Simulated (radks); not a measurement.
Spherical jellium clusters: N electrons in a uniform positive sphere of charge N and radius rs N^(1/3), rs = 2.86 bohr. Method: non-relativistic Kohn-Sham, LDA (Slater exchange, Perdew-Wang correlation), spin-polarised, spherical densities; computed with a radial shooting solver with Libxc functionals. Levels are named by radial order and angular momentum (1s, 1p, 1d, 2s, ...), and open shells are averaged over m.

N = 4, configuration 1s2 1p(up 2, down 0). This is the lowest configuration that the search found. Occupied and some empty levels:

level,occupation,eigenvalue (eV),<r> (bohr)
1s up,1,-6.1546,3.378
1s down,1,-5.4031,3.361
1p up,2,-3.1248,4.620
1p down,0,-2.3794,4.815
2s up,0,-0.82620,7.817
2s down,0,-0.56735,8.707
1d up,0,-0.41394,7.044

Energy (eV): total -4.25380, kinetic 11.846, external -105.68, Hartree 49.199, exchange-correlation -17.161, background 57.540.

Electron density:

r (bohr),n(r) (e/bohr^3)
0.391,0.01261
0.827,0.01250
1.26,0.01224
1.70,0.01175
2.13,0.01096
2.57,0.009847
3.00,0.008449
3.44,0.006877
3.88,0.005295
4.31,0.003863
4.75,0.002687
5.18,0.001805
5.62,0.001185
6.05,0.0007633
6.49,0.0004855
6.93,0.0003061
7.36,0.0001914
7.80,0.0001190
8.23,0.00007374
8.67,0.00004554
